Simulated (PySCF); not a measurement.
Identify the compound

The spectra below were simulated for a compound C$_{9}$H$_{14}$.

¹H NMR (500 MHz, computed): δ 2.59 (s, 2H), 2.06 (s, 6H), 1.94 (s, 6H).

¹³C{¹H} NMR (computed): δ 143.2, 140.4, 52.5, 15.9, 13.5.

Theoretical values (PySCF 2.14.0 with density-fitted response routines): PBE0/pcSseg-1 with gauge-including orbitals, GFN2-xTB geometry. No solvent model, rapidly exchanging positions averaged, one computed conformer, non-relativistic Hamiltonian.

Chemical shifts δ = σref − σ; ¹H (31.72 ppm), ¹³C (186.93 ppm) vs TMS, all at this level.

Question: Which of these isomers gave the spectra?
A. CC#C/C(C)=C(\C)CC
B. CCC1=CC=CC1(C)C
C. CC1=C(C)C(C)=C(C)C1

Answer: C. 

Rings plus π bonds: 3 (1 ring in the answer). 5 carbon signals for 9 carbons: some carbons are equivalent by symmetry or fast rotation. Carbon types of the structure: 4 × C, 1 × CH2, 4 × CH3, which accounts for all hydrogens. δC 143.2, 140.4: fully substituted alkene carbon; as expected for a trigonal carbon in a double bond. δC 52.5: allylic sp3 CH2; aliphatic region, no heteroatom directly attached. δC 15.9, 13.5: allylic methyl carbon; a saturated carbon with 1 carbon neighbour and no heteroatom attached. δH 2.59: hydrogen on an allylic sp3 CH2; allylic position. δH 2.06, 1.94: hydrogen on an allylic methyl carbon; allylic position.

The others: CCC1=CC=CC1(C)C would give 8 carbon signals, not 5; CC#C/C(C)=C(\C)CC would give 9 carbon signals, not 5.

Shifts are as computed. Against solution values, carbons near 30 ppm lie about +3 ppm off and those near 130 ppm about +5 ppm. Of 1211 compounds with measured shifts, 218 miss one by over three times the rms of a fit or turn the order of signals round; such compounds aren't used in these exercises. No couplings were computed; multiplicities are counted from neighbouring protons, with m where these are inequivalent, close in shift, in a saturated or five-membered ring or joined by F or P, and br s for small geminal =CH2 splittings.
